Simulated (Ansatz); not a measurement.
Stepwise reaction of `O[SiH2]/C=C/[SiH3]` with water, as a gas-phase model of exchange steps in deposition or etching. ΔE in kJ/mol.

Isolated molecules relaxed with PBE0-D4/def2-TZVP in Ansatz; ΔE leaves out vibrations. CCSD(T)/CBS is the MP2 limit (def2-TZVPP, def2-QZVPP) plus CCSD(T) − MP2 in def2-TZVPP, frozen cores. This one scheme is used for every species. Double bonds are as drawn, so ΔE can hold a change between cis and trans. Functionals use def2-TZVPP. B3LYP here is the variant with VWN-RPA as its local correlation; programs differ in this. One conformer a species, not always the lowest.

```json
{"step": "1", "reaction": "`O[SiH2]/C=C/[SiH3]` + H₂O → `O[SiH](O)/C=C/[SiH3]` + H₂", "PBE-D4": "-87.3", "B3LYP-D4": "-93.4", "ωB97M-V": "-94.8", "CCSD(T)/CBS": "-91.5"}
```

Give the row of step 2, `O[SiH](O)/C=C/[SiH3]` + H₂O → `O[SiH2]/C=C\[SiH](O)O` + H₂. (Best estimate.)

Ansatz gave: 
| step | reaction | PBE-D4 | B3LYP-D4 | ωB97M-V | CCSD(T)/CBS |
| --- | --- | --- | --- | --- | --- |
| 2 | `O[SiH](O)/C=C/[SiH3]` + H₂O → `O[SiH2]/C=C\[SiH](O)O` + H₂ | -73.6 | -80.4 | -77.4 | -73.1 |

By hand: ΔE of the 2 steps together at CCSD(T)/CBS.

(-91.5) + (-73.1) = -164.6 kJ/mol, or -82.3 kJ/mol a step.

In ΔE each step is higher than the one before. All are downhill at CCSD(T)/CBS. PBE-D4 differs from CCSD(T)/CBS by -0.5 to 4.2 kJ/mol a step. Isolated molecules leave out the surface, adducts and barriers. Largest T1 diagnostic: 0.012.
